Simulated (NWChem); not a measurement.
System: B₂F₃ cation

```xyz
5

F      0.0000     0.0000    -2.3029
B      0.0000     0.0000    -1.0823
B      0.0000     0.0000     0.6881
F      0.0000     1.1550     1.2453
F      0.0000    -1.1550     1.2453
```
Atoms are numbered in this order, from 1.

Coordinates come from a PBE0/def2-SVP optimisation.

**Question.** Give the principal values of the shielding tensors (ppm) of F1, B2, B3, F4 from KT2/pcSseg-1, GIAO (NWChem), with their diamagnetic and paramagnetic parts as GIAO splits them.

**Answer.** 
```
atom    σ11    σ22    σ33  isotropic  diamagnetic  paramagnetic
----  -----  -----  -----  ---------  -----------  ------------
F1     -3.1   11.5  469.7      159.4        462.8        -303.4
B2     26.3   31.1  207.4       88.3        202.4        -114.1
B3     59.6   81.3  126.2       89.0        197.2        -108.1
F4    -47.2  248.6  293.4      164.9        466.3        -301.4
```
